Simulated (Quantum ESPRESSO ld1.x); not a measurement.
The numbers below are computed, except where a source is named.
Task: Species: Gd2+. Configuration: [Kr] 4d10 4f7 5s2 5p5.75 5d1.25 (fractional occupations, a model configuration). Code: ld1.x of Quantum ESPRESSO 7.5. Model: Dirac Kohn-Sham, BLYP, spin-unpolarised, spherical densities, point nucleus; open shells fill j = l - 1/2 first.

Spin-orbit splittings of the eigenvalues, e(l+1/2) - e(l-1/2), with zeta = 2 splitting/(2l+1) and mean radii in bohr:

| shell | occ. | splitting (eV) | zeta (eV) | <r> j=l-1/2 | <r> j=l+1/2 |
|---|---|---|---|---|---|
| 2p | 6 | 696.2 | 464.1 | 0.07745 | 0.08429 |
| 3p | 6 | 142.8 | 95.18 | 0.2336 | 0.2467 |
| 3d | 10 | 31.11 | 12.44 | 0.2187 | 0.2228 |
| 4p | 6 | 31.80 | 21.20 | 0.5648 | 0.5944 |
| 4d | 10 | 5.746 | 2.299 | 0.6303 | 0.6407 |
| 4f | 7 | ? | ? | 0.8553 | 0.8674 |
| 5p | 5.75 | 4.417 | 2.945 | 1.488 | 1.580 |
| 5d | 1.25 | 0.3586 | 0.1434 | 2.346 | 2.395 |

Estimate the 4f splitting.

Result: 0.7563 eV (zeta = 0.2161 eV).
